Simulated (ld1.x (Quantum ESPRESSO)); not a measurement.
## cadmium (Cd), RRKJ: configuration errors across variants

```json
{"Element": "cadmium (Cd)", "Generator": "ld1.x (Quantum ESPRESSO) 7.5", "Type": "norm-conserving RRKJ (Kleinman–Bylander form)", "Functional": "revPBE", "Relativity": "fully relativistic", "Frozen core": "[Kr]", "Valence charge": "12", "Reference configuration": "4d10 5s1.5 5p0.5", "Partial waves": "5s (bound): rc 2.25 bohr; 4d (bound): rc 1.30 bohr; 5p (bound): rc 2.80 bohr", "Local potential": "the p channel", "Core correction": "Bessel-smoothed model core, default radius (core density twice the valence density)", "rho0": "0.01"}
```

Open shells are filled in proportion to 2j + 1 (rel_dist='average').

All-electron excitation energies from the reference (eV): (1) 4d10 5s2 5p0 -2.264; (2) 4d10 5s1 5p0 6.885; (3) 4d10 5s0 5p0 23.843; (4) 4d10 5s0 5p2 7.333; (5) 4d9 5s0 5p0 61.767; (6) 4d10 5s1 5p1 2.368; (7) 4d9 5s2 5p0 15.667.

The default core radius of the base comes out at 0.73 bohr.

3 further variants failed, have other tests or another functional or relativity, and are left out.

Errors AE − PS in meV (a dash: test not solved or not reliable):

```csv
change,(1),(2),(3),(4),(5),(6),(7),bound ghosts
base,+1.7,+0.1,-31,-12,-310,-2.7,-182,none
core correction Bessel-smoothed model core inside 1.46 bohr,+1.7,+0.1,-30,-12,-310,-2.7,-182,none
wave 5s (bound): rc 2.25 bohr becomes 5s (bound): rc 2.54 bohr,+1.8,+0.9,-27,-12,-345,-2.6,-152,none
type TM; rho0 0,+1.5,-0.2,-35,-14,-313,-2.9,-192,none
wave 4d (bound): rc 1.30 bohr becomes 4d (bound): rc 1.42 bohr,+1.7,+0.1,-30,-12,-309,-2.7,-179,none
```

Give the same row for: all radii but the core radius scaled by about 1.06 (s 2.40, p 2.98, d 1.38 bohr).

+2.0, +1.2, -28, -9.6, -333, -2.4, -142; bound ghosts: none.
